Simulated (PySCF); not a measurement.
Species: C₂H₈B₃N₃O.
Geometry (PBE0-D3(BJ)/def2-SVP, Å), atoms numbered from 1 in this order:
```
atom  x, y, z in Å
C1     2.4660   -0.9897   -0.1466
C2     1.7336    0.3193    0.0168
O3     2.3204    1.3693   -0.0423
N4     0.3320    0.2685    0.2441
B5    -0.3336    1.4999    0.6489
N6    -1.7416    1.4690    0.8385
B7    -2.5389    0.3031    0.6565
N8    -1.8488   -0.8838    0.2691
B9    -0.4455   -0.9364    0.0612
H10    3.5387   -0.7673   -0.1667
H11    2.1833   -1.4807   -1.0892
H12    2.2404   -1.6928    0.6672
H13    0.2932    2.5045    0.8395
H14   -2.1923    2.3273    1.1280
H15   -3.7350    0.3153    0.8232
H16   -2.3805   -1.7326    0.1281
H17    0.0658   -1.9734   -0.2736
```

Computed, not measured: PySCF, delta-SCF UKS SCAN, pcX-2 on the ionised atom, pcseg-1 elsewhere, spin-free X2C. Every row has its own mixed basis.

```
ionised atom  basis functions  E(ionised) (Eh)  binding energy (eV)
          B5              197       -388.06867              195.991
          B7              197       -388.06493              196.096
          C1              197       -384.58073              291.005
          C2              197       -384.48344              293.834
          N4              197       -380.40264              404.999
          N6              197       -380.40463              404.933
          O3              197       -375.56235              537.130
```

Fill in the total energy of each ground state.

With binding energy = E(ionised) − E(ground) and 27.2114 eV a hartree:

```json
{"atom": "B5", "binding energy (Eh)": "7.2025", "E(ground) (Eh)": "-395.2712"}
{"atom": "B7", "binding energy (Eh)": "7.2064", "E(ground) (Eh)": "-395.2713"}
{"atom": "C1", "binding energy (Eh)": "10.6943", "E(ground) (Eh)": "-395.2750"}
{"atom": "C2", "binding energy (Eh)": "10.7982", "E(ground) (Eh)": "-395.2816"}
{"atom": "N4", "binding energy (Eh)": "14.8834", "E(ground) (Eh)": "-395.2861"}
{"atom": "N6", "binding energy (Eh)": "14.8810", "E(ground) (Eh)": "-395.2856"}
{"atom": "O3", "binding energy (Eh)": "19.7392", "E(ground) (Eh)": "-395.3015"}
```

How much do the ground-state energies differ, and what would follow from using one of them for all holes?

They run from -395.3015 Eh (core basis on O3) to -395.2712 Eh (on B5), 0.0303 Eh or 0.82 eV apart, for one and the same state in different bases and grids. Pairing the ion of B5 with the ground state of O3 would put its binding energy 0.82 eV too high.

The 2 B 1s values lie within 0.11 eV of each other; Gaussian lines of 0.5 eV full width would blend them into one maximum.

Only 1s holes are shown. One atom of each set of topologically equivalent atoms was ionised and stands for the set; in this conformer not all members are related by symmetry, and their own values weren't computed. Isolated species at its PBE0-D3(BJ)/def2-SVP geometry (one conformer only).

Hardware: an Arm Neoverse V2 with one thread, no GPU, shared host with 96 logical CPUs at a one-minute load of 80. Cost: 1.7 min wall, 0.82 GiB resident at most.
